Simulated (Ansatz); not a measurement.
Consider the formal exchange of groups at the Sn–O bond: `[OH][SnH2][OH]` + BH₃ → `[BH2][SnH2][OH]` + H₂O.

Calculated with Ansatz (gas phase, PBE0-D4/def2-TZVP geometries, no zero-point term in ΔE). CBS: MP2 limit from def2 TZ/QZ plus the TZ coupled-cluster correction, frozen cores. This one scheme is used for every species. Functionals use def2-TZVPP. HSE06 is defined as in plane-wave codes. def2 core potentials past Kr. For Sn outer-core shells are correlated without core-valence functions, which leaves a few kJ/mol of doubt a bond. One conformer a species, not always the lowest.

Problem. Is it downhill or uphill in electronic energy at CCSD(T)/CBS, and by how much? (Best estimate.)

Solution. Ansatz gave: Uphill: ΔE = +36.8 kJ/mol.

Problem. What do these levels give: LDA (SPW92), PBE0-D4, r2SCAN0-D4, ωB97X-V, ωB97M-V, r2SCAN, r2SCANh, HSE06, LC-ωPBE, RPA@PBE/def2-TZVPP, HF/def2-QZVPP, HF/CBS(def2)? (Estimate.)

Solution. Ansatz gave: LDA (SPW92) 22.5, PBE0-D4 28.3, r2SCAN0-D4 34.8, ωB97X-V 42.0, ωB97M-V 39.4, r2SCAN 39.2, r2SCANh 37.5, HSE06 28.9, LC-ωPBE 37.2, RPA@PBE/def2-TZVPP 38.5, HF/def2-QZVPP 51.9, HF/CBS(def2) 52.0 kJ/mol.

Largest T1 diagnostic among the species: 0.014.

In def2-TZVPP, CCSD(T) changes the Hartree–Fock value by −14.4 kJ/mol (the triples alone add +0.5 kJ/mol) and MP2 by −10.0 kJ/mol. Leaving LDA and LC-ωPBE aside and taking each functional with its dispersion term where it has one, the values, not all of them listed here, spread over 16.2 kJ/mol, from HSE06-D4 to B2PLYP. LDA lies −8.1 kJ/mol from PBE without D4.
